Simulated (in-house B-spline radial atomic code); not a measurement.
Atomic self-consistent-field run: the lanthanum ion La⁴⁺. Level of theory: scalar-relativistic (X2C) Hartree-Fock, spin-polarised, averaged over the determinants with the given up and down occupations, Fermi nucleus of rms radius 4.855 fm; calculated with a radial B-spline atomic code at the basis-set limit.

In the input, 3d5,1 would mean five up and one down electron.

Command:
```bash
python run_scf.py task.json out
```
Settings (nuclear radius in fm, mass in u):
```
Z                57
configuration    1s2 2s2 2p6 3s2 3p6 3d10 4s2 4p6 4d10 5s2 5p3,2
hamiltonian      x2c
method           hf
spin_polarised   True
nucleus          fermi
rms_radius       4.855
atomic_mass      138.90636
speed_of_light   137.035999084
```

Output (hartree, bohr):
```
 radial grid: 69 intervals, B-splines of order 8, outer radius 30.8511 bohr

 iter        energy (Eh)    residual
    1       -8473.542474    6.86e-01
    2       -8483.684883    3.75e-01
    3       -8486.051822    1.01e-01
    4       -8486.251258    3.09e-02
    5       -8486.269015    1.17e-02
    6       -8486.272036    8.68e-04
    7       -8486.272049    3.26e-04
    8       -8486.272050    2.35e-05
    9       -8486.272050    2.11e-06
   10       -8486.272050    3.74e-07

 total energy                     -8486.27205
 kinetic                            9085.7641
 electron-nucleus                 -20582.3516
 electron-electron                  3010.3155

 orbital      occ     eigenvalue          <r>       <r^2>       <1/r>       r_max
 1s up      1.000     -1439.0111     0.024412  0.00081922     65.6177     0.01531
 1s down    1.000     -1439.0057    0.0244119 0.000819215     65.6179     0.01531
 2s up      1.000      -234.2314     0.106732   0.0135071     15.0364     0.09072
 2s down    1.000      -234.2287     0.106731   0.0135069     15.0365     0.09072
 2p up      3.000      -210.0302    0.0939302   0.0107881     13.6345     0.07278
 2p down    3.000      -210.0248    0.0939318   0.0107885     13.6343     0.07279
 3s up      1.000       -52.8930     0.283571   0.0920169     5.36668      0.2598
 3s down    1.000       -52.8872      0.28357   0.0920146     5.36647      0.2598
 3p up      3.000       -44.9601     0.281704   0.0920832     4.95697      0.2543
 3p down    3.000       -44.9519     0.281731   0.0920992     4.95635      0.2543
 3d up      5.000       -33.4642     0.259107   0.0790974     4.65756        0.21
 3d down    5.000       -33.4605     0.259101   0.0790928     4.65763        0.21
 4s up      1.000       -12.5059     0.653294    0.480773     2.17856      0.6076
 4s down    1.000       -12.4913      0.65349    0.480982     2.17724      0.6078
 4p up      3.000        -9.8136     0.691203    0.542181     1.98632      0.6342
 4p down    3.000        -9.7968     0.692296     0.54399     1.98271      0.6348
 4d up      5.000        -5.7704      0.76691    0.680173     1.71577      0.6722
 4d down    5.000        -5.7599     0.765263    0.676648     1.71842      0.6722
 5s up      1.000        -3.1376      1.53358     2.62333    0.859385       1.404
 5s down    1.000        -3.0102      1.53313     2.62482    0.861522         1.4
 5p up      3.000        -2.3332      1.71443       3.289    0.756185       1.553
 5p down    2.000        -2.2737       1.7216     3.32183    0.755295       1.555
```

Time taken, with all properties: 0.21 s on 1 thread of Arm Neoverse V2, on a shared host.

One-electron X2C: radii and densities carry no picture-change correction, so inner-shell <1/r> comes out high (for 1s by about 2 % at Z = 33, 5 % at 54, 10 % at 75, 30 % at 118) and <r> low.
